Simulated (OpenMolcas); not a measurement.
Ba I: effect of the level shift or regulariser

```json
{
  "Program": "OpenMolcas",
  "Basis": "ANO-RCC-VQZP [9s8p5d3f2g]",
  "Scalar Hamiltonian": "DKH2, point nucleus",
  "Active space": "2 electrons in 4 orbitals (6s 6p)",
  "State averaging": "2S+1 = 3 even, 3 roots; 2S+1 = 1 even, 6 roots; 2S+1 = 3 odd, 3 roots; 2S+1 = 1 odd, 3 roots",
  "Spin-orbit coupling": "state interaction with AMFI integrals over the reference wave functions, term energies averaged over their components"
}
```

Methods on the same reference wave functions:
A. CASSCF
B. SS-CASPT2, IPEA 0.25 Eh, imaginary shift 0.1 Eh (closed shells correlated: 5s 5p)
C. SS-CASPT2, IPEA 0.25 Eh, sigma2 regulariser 0.3 Eh (closed shells correlated: 5s 5p)

Energies in cm⁻¹ above 6s² ¹S₀, the measured ground level; measured values from NIST Handbook of Basic Atomic Spectroscopic Data.

| Level | A | B | C | Measured |
| --- | --- | --- | --- | --- |
| 6s² ¹S₀ | 0.0 | 0.0 | 0.0 | 0.0 |
| 6s 6p ³P°₀ | 10162 | 11770 | 11810 | 12266 |
| 6s 6p ³P°₁ | 10451 | 12060 | 12100 | 12637 |
| 6s 6p ³P°₂ | 11039 | 12650 | 12690 | 13515 |
| 6s 6p ¹P°₁ | 22360 | 20800 | 21030 | 18060 |
| 6p² ³P₀ | 30095 | 32690 | 32700 |  |
| 6p² ³P₁ | 30356 | 32950 | 32960 |  |
| 6p² ³P₂ [73 %] | 30847 | 33700 | 33360 |  |
| 6p² ¹D₂ [73 %] | 34804 | 32860 | 34650 |  |

Deviations, from unrounded energies. A percentage is the sum of absolute deviations over the sum of measured energies, with the sign that they share, or ± where signs differ.

```
           Against measurement  Levels      A     B     C
mean absolute deviation (cm-1)       4   2800  1200  1200
      other configurations (%)       4  ±19.6  ±8.3  ±8.5
```

B, C lie about equally close to measurement and A furthest from it. The largest miss of B in the table is 6s 6p ¹P°₁, by +2700 cm-1. The ranking rests on the paired levels alone, and a cruder setting can come out closer through cancelling errors.

Between B and C the level of the table that moves most is 6p² ¹D₂ [73 %], by 1800 cm-1 (lowest in B, highest in C). Moves below CASPT2's spread within the term are not significant.

The mean deviations of B to C differ by less than CASPT2's widest spread within a term (250 cm-1), so their order carries little weight.

The lowest spin-free term lies below A's lowest term by 0.196 hartree in B, 0.196 hartree in C.

CASPT2 breaks the degeneracy within a term, and the mean is taken; among the terms shown or strongly mixed into the levels shown the widest spread is 250 cm-1 (6p² ¹D, B). The ¹D term of p² mixes with s d, which this space lacks. The CASPT2 spread within a term exceeds the gap to the next term for 6p² ¹D and 6p² ³P, so the order of their levels is uncertain, and so are names and mixing where such terms share a J (holds for B). Measured partners are found by configuration, term and J. A level has none where our copy of the source lacks it or the pairing is in doubt (some pairs that miss far off the trend of their configuration count as doubtful), and it then counts in no deviation. Levels of configurations outside the active space are missing.

A share in square brackets marks a mixed level and gives the weight of the term that names it, the lowest over the columns. ° marks odd parity.
